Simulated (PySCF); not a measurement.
Problem. Write a Z-matrix for InChI=1S/C3H10GeSi/c5-4-3-1-2-3/h3H,1-2,4H2,5H3 as optimised with PBE0-D3(BJ)/def2-SVP.

Solution. 
Z-matrix in Å and degrees, rows numbered from 1:
```
Si
Ge  1  2.3833
C   2  1.9439  1  110.22
C   3  1.5065  2  120.04  1   -78.63
C   4  1.4957  3   60.23  2  -110.45
H   1  1.4957  2  111.37  3   176.76
H   1  1.4962  2  109.78  3    56.49
H   1  1.4963  2  110.18  3   -62.81
H   2  1.5442  1  110.36  3   122.38
H   2  1.5454  1  109.86  3  -118.39
H   3  1.0954  2  114.22  1    65.38
H   4  1.0948  3  118.54  5   107.84
H   4  1.0936  3  117.86  5  -108.52
H   5  1.0944  3  118.45  4  -107.94
H   5  1.0937  3  117.75  4   108.44
```

The 3-membered ring C3–C4–C5 has internal angles of 59.5° to 60.2°. Si1 (SiH3 silicon) is tetrahedral (angles from 108.4° to 111.4°). Ge2 (germanium bonded to C, Si and 2 H) is tetrahedral (angles from 107.6° to 110.5°).

Theory: PySCF, PBE0-D3(BJ)/def2-SVP geometry optimisation, gas phase.

Point group: C1 (no symmetry element, even within 0.4 Å). Whether it is a minimum is left open (no frequencies). One conformer, not necessarily the lowest (Si1–Ge2–C3–C4 -79°).
